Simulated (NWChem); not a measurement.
Molecule: BH$_{2}$SF; SMILES FBS

```xyz
5

B     -0.5213    -0.5939     0.0000
F      0.3068    -1.6389     0.0000
H     -1.7212    -0.7865     0.0000
S      0.2045     1.0605     0.0000
H     -0.9954     1.7027     0.0000
```
Atoms are numbered in this order, from 1.

Program: NWChem. Pople sets run with spherical d functions. Coordinates come from a PBE-D3(BJ)/def2-SVP optimisation. Hartree-Fock couplings suffer from near triplet instabilities. Isotropic indirect couplings, all four terms, static geometry, non-relativistic.

For level B3LYP/6-31G**:

J(11B atom 1, 19F atom 2) (Hz): -87.1
J(11B atom 1, 1H atom 3) (Hz): 204.0
J(19F atom 2, 1H atom 3) (Hz): 48.5

### Question
How do the values read with level Hartree-Fock/pcJ-1 instead?

### Answer
J(11B atom 1, 19F atom 2) (Hz): -44.3
J(11B atom 1, 1H atom 3) (Hz): 210.7
J(19F atom 2, 1H atom 3) (Hz): 69.9
